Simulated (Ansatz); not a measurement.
A nudged elastic band was laid between two geometries of AlBrF$_{2}$H$_{2}$ (6 atoms, charge 0, multiplicity 1).

All numbers below come from RKS LDA/def2-mTZVP in Ansatz.

- movable images: 9
- climbing image: yes
- spring: 5.0 eV/Å²
- optimiser: quadratic models (default)
- start path: through a guess of the saddle point
- force threshold: 0.05 eV/Å
- iteration limit: 60
- end points: relaxed

First end point:

```xyz
6
Properties=species:S:1:pos:R:3
Al 0.050 0.142 0.090
H 0.153 0.946 1.445
F 1.338 0.040 -0.943
F -1.451 -0.136 -0.549
Br 0.501 -2.309 0.963
H -0.435 -2.216 2.068
```

Last end point:

```xyz
6
Properties=species:S:1:pos:R:3
Al 0.050 -0.696 -0.099
H -0.128 0.313 1.742
F 1.336 0.271 -0.411
F -1.450 -0.137 -0.447
Br 0.360 -2.852 0.335
H -0.012 -0.431 1.955
```

(1) Which bonds break or form, and what moves?

(2) What energy profile does the band end with?

(3) What is the geometry of the highest image?

(4) What are the harmonic wavenumbers there?

Answers

(1) Bonds broken: Al1–H2, Br5–H6. Bonds formed: H2–H6. AlBrF2H2 becomes AlBrF2 + H2.

(2) It converged. The highest image is number 5 of 0 to 10, 3.6 kcal/mol above the first end and 27.1 kcal/mol above the last; the last end lies 23.5 kcal/mol below the first. A vibrational analysis at the climbing image gives one clearly imaginary mode, 353i cm⁻¹: a first-order saddle point. The orbitals stay closed-shell, which can raise the energy where a bond breaks towards radicals; this wasn't checked here.

```tsv
image	path coordinate (Å)	energy (kcal/mol)	Al1–H2 (Å)	Br5–H6 (Å)	H2–H6 (Å)
0	0.00	0.0	1.58	1.45	3.28
1	0.35	0.3	1.58	1.45	3.11
2	0.71	0.5	1.58	1.45	2.92
3	1.06	1.1	1.58	1.45	2.50
4	1.41	2.7	1.59	1.46	2.05
5	1.77	3.6	1.61	1.51	1.63
6	2.09	1.4	1.68	1.67	1.24
7	2.41	-9.1	1.80	1.95	0.93
8	2.73	-18.9	1.98	2.27	0.81
9	3.05	-22.7	2.09	2.61	0.79
10	3.37	-23.5	2.11	2.94	0.78
```

(3) 
```xyz
6
Properties=species:S:1:pos:R:3
Al -0.030 -0.087 0.082
H -0.036 0.300 1.648
F 1.363 0.177 -0.750
F -1.472 -0.092 -0.706
Br 0.213 -2.520 0.950
H 0.117 -1.309 1.851
```

(4) 353i, 96, 130, 242, 355, 362, 717, 743, 788, 927, 1750, 1987 cm⁻¹.

The run took 2 min on 2 threads of Arm Neoverse V2, with other jobs on the host, peak memory 0.13 GiB.
